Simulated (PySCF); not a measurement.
# Radial density of Mn (manganese, neutral)

UHF, [Ar] 3d4 4s2 5s1, high-spin 6D determinant (an excited configuration). All numbers are calculated (PySCF 2.14, the non-relativistic Hamiltonian (point nucleus), in aug-cc-pVTZ with one added diffuse shell each of s, p, d, f, g type (9s8p6d4f3g, 118 functions)).

| r (bohr) | 4πr²ρ (e/bohr) | 4πr²(ρα − ρβ) |
| --- | --- | --- |
| 0.00108 | 0.1476 | 0.0000 |
| 0.00182 | 0.4023 | 0.0001 |
| 0.00306 | 1.070 | 0.0001 |
| 0.00515 | 2.726 | 0.0004 |
| 0.00867 | 6.473 | 0.0009 |
| 0.0146 | 13.65 | 0.0019 |
| 0.0245 | 23.62 | 0.0031 |
| 0.0413 | 29.87 | 0.0037 |
| 0.0694 | 25.56 | 0.0063 |
| 0.117 | 24.66 | 0.0422 |
| 0.196 | 33.18 | 0.2661 |
| 0.330 | 18.78 | 1.2549 |
| 0.555 | 12.55 | 3.2734 |
| 0.934 | 12.39 | 3.4046 |
| 1.57 | 3.020 | 1.2727 |
| 2.64 | 0.9970 | 0.1383 |
| 4.45 | 0.2121 | 0.0109 |
| 7.48 | 0.1566 | 0.1533 |
| 12.6 | 0.04404 | 0.0440 |
| 21.2 | 0.0004155 | 0.0004 |

The outer electron is Rydberg-like, and this basis confines it to a smaller radius and binds it less than a complete one would.
